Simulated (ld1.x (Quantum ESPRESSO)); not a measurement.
Ru (Z = 44): variants of one TM potential

Base potential:

ld1.x (Quantum ESPRESSO) 7.5 input, shortened:

```
&input
   title='Ru', zed=44., rel=1, dft='PZ', iswitch=3,
   config='[Kr] 4d7 5s1 5p0'
 /
 &inputp
   pseudotype=2, tm=.true., lloc=-1, rcloc=2.25,
   nlcc=.true.
 /
3
5S  1  0   1.00   0.00  2.60  2.60  0.0
4P  2  1   6.00   0.00  1.75  1.75  0.0
4D  3  2   7.00   0.00  1.60  1.60  0.0
 &test
   configts(1)='4p6 4d7 5s1 5p0'
 /
```

All-electron outer shells of the reference configuration (LDA (PZ), scalar-relativistic, ld1.x):

```csv
shell,level (eV),outermost node (bohr),outermost maximum (bohr)
3d,-273.50,–,0.30
4s,-76.44,0.48,0.91
4p,-46.53,0.49,0.98
4d,-5.40,0.48,1.21
5s,-4.52,1.24,2.73
5p,-1.04,1.41,3.82
```

Cutoffs, loose and tight: the cutoffs (Ry, on a coarse ladder) from which the occupation-weighted sum of valence levels, in a spherical-Bessel basis at the reference potential, stays within 10 and 1 mRy of its value at 400 Ry. They do not see the model core or the augmentation charge, which bear on the density cutoff. Test errors are all-electron minus pseudo excitation energies from the reference, over the configurations 4p6 4d7 5s0 5p0; 4p6 4d6 5s0 5p0; 4p6 4d5 5s0 5p0; 4p6 4d8 5s0 5p0; 4p6 4d7.5 5s0.5 5p0; 4p6 4d4 5s0 5p0; 4p6 4d7 5s0.5 5p0 (two spin-polarised tests are not counted in the largest error). A dash means not determined; rows that change the core or the reference have their own tests. The largest error is taken over the tests solved by every variant that gives reliable tests at all: 4p6 4d4 5s0 5p0; 4p6 4d5 5s0 5p0; 4p6 4d6 5s0 5p0; 4p6 4d7 5s0 5p0; 4p6 4d7 5s0.5 5p0; 4p6 4d8 5s0 5p0.

A true bound ghost makes a file unfit for plane-wave use even where its test errors are small: the radial tests pick states by their node count and pass the ghost by.

```tsv
change	outcome	cutoff, loose	cutoff, tight	bound ghosts	largest test error (meV)
base	generated	55 Ry	70 Ry	none	-118
local potential all-electron potential smoothed inside 1.52 bohr (lloc = -1)	generated	55 Ry	70 Ry	s	-20
local potential all-electron potential smoothed inside 1.66 bohr (lloc = -1)	generated	55 Ry	70 Ry	s	+58
local potential all-electron potential smoothed inside 1.92 bohr (lloc = -1)	generated	55 Ry	70 Ry	s	-22
local potential all-electron potential smoothed inside 2.18 bohr (lloc = -1)	generated	55 Ry	70 Ry	s	-100
local potential all-electron potential smoothed inside 2.58 bohr (lloc = -1)	generated	55 Ry	70 Ry	none	-233
local potential all-electron potential smoothed inside 2.76 bohr (lloc = -1)	generated	55 Ry	70 Ry	none	-323
local potential all-electron potential smoothed inside 3.02 bohr (lloc = -1)	generated	55 Ry	70 Ry	none	-466
```

(1) What comes out with this change to the base: local potential all-electron potential smoothed inside 1.20 bohr (lloc = -1)?

(2) What comes out with this change to the base: local potential all-electron potential smoothed inside 2.32 bohr (lloc = -1)?

(3) What comes out with this change to the base: local potential all-electron potential smoothed inside 0.98 bohr (lloc = -1)?

Answers

(1) outcome: generated; cutoff, loose: 55 Ry; cutoff, tight: 70 Ry; bound ghosts: s; largest test error (meV): +32.

(2) outcome: generated; cutoff, loose: 55 Ry; cutoff, tight: 70 Ry; bound ghosts: none; largest test error (meV): -138.

(3) outcome: generated; cutoff, loose: 55 Ry; cutoff, tight: 70 Ry; bound ghosts: s; largest test error (meV): +38.

Reading the sweep of the rcloc (base included, trends over the rows without a ghost): The loose cutoff stays near 55 Ry. The median size of the test errors (rows with all tests solved) rises from 11.3 meV at 2.32 to 40.4 meV at 3.02 bohr. Bound ghosts are found at 0.98, 1.2, 1.52, 1.66, 1.92, 2.18 bohr.
